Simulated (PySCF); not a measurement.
# Dipole moment and polarisability of `[SiH3]N([SiH3])C1CC1`

Species: C₃H₁₁NSi₂.
Atom-mapped SMILES: `[SiH3:1][N:2]([SiH3:3])[CH:4]1[CH2:5][CH2:6]1` (hydrogens: H7, H8, H9 on Si1; H10, H11, H12 on Si3; H13 on C4; H14, H15 on C5; H16, H17 on C6)

Cartesian coordinates in Å at the GFN2-xTB level; atoms count from 1:
```xyz
17
C3H11NSi2 angstrom
Si    -0.8267    1.9929   -0.1719
N     -0.5646    0.3284    0.2586
Si    -1.7572   -0.9320    0.2373
C      0.8100   -0.0020    0.4822
C      1.3740   -1.3590    0.2086
C      1.7496   -0.2048   -0.6724
H     -0.2711    2.2766   -1.5012
H     -0.1300    2.8162    0.8221
H     -2.2668    2.2117   -0.1485
H     -3.0502   -0.2762    0.3962
H     -1.7401   -1.6830   -1.0281
H     -1.4693   -1.8354    1.3533
H      1.2246    0.5223    1.3406
H      2.1118   -1.7474    0.8951
H      0.7270   -2.1147   -0.2069
H      1.3231   -0.1805   -1.6634
H      2.7488    0.1990   -0.6114
```

Level: wB97X-D/def2-SVPD (PySCF), static field, nuclei fixed, core orbitals frozen in the response. The polarisability tensor in these axes (au):

```
x   97.24 -1.80 -1.73
y   -1.80 96.99 -2.56
z   -1.73 -2.56 80.66
```

Give the principal values, the mean and the anisotropy Δα = √{½[(α1 − α2)² + (α2 − α3)² + (α1 − α3)²]}.

Principal values 80.03, 95.92 and 98.93 au; mean 91.63 au = 13.58 Å³ = 15.11 × 10⁻⁴⁰ C²·m²/J; Δα = 17.59 au (19 % of the mean).

What is the dipole moment, and where does it point?

(0.76, -0.20, 0.04) D, 0.79 D in size, pointing from the negative to the positive side. Measured along this direction, the outermost atoms are H10 and H9 at the negative end and H17 and H14 at the positive end.

Refractivity n − 1 of an ideal gas of it at 400 K and 1 atm, from the electronic α?

N = p/kT = 1.8347 × 10¹⁹ cm⁻³, so n − 1 = 2π × N × 13.58 × 10⁻²⁴ cm³ = 1565 × 10⁻⁶ at long wavelengths, for an ideal gas.

Rayleigh depolarisation ratio (linearly polarised light, static tensor)?

ρ = 3Δα²/(45ᾱ² + 4Δα²) = 927.7/(377808 + 1236.9) = 0.00245.

Directions of the eigenvectors, and the extent of the frame along each?

Largest value along (0.71, -0.70, 0.03), where the nuclei span 5.93 Å; middle along (0.69, 0.70, -0.19), 4.71 Å; least along (0.12, 0.16, 0.98), 3.05 Å. The response follows the extents in order.

What molar refraction does this α imply?

Lorentz–Lorenz: R = (4π/3)N_A α = 2.5225 cm³/(mol·Å³) × 13.58 Å³ = 34.3 cm³/mol, in the limit of long wavelengths.

Traceless (Buckingham) quadrupole moment about the centre of nuclear charge: eigenvalues?

-1.83, -0.68, 2.52 D·Å. The values depend on the origin, since the dipole doesn't vanish. The electronic extent ⟨r²⟩ about the same centre is 1009 bohr², a root-mean-square distance of 2.10 Å for the 64 electrons.

Geometry: GFN2-xTB, one conformer, isolated molecule.
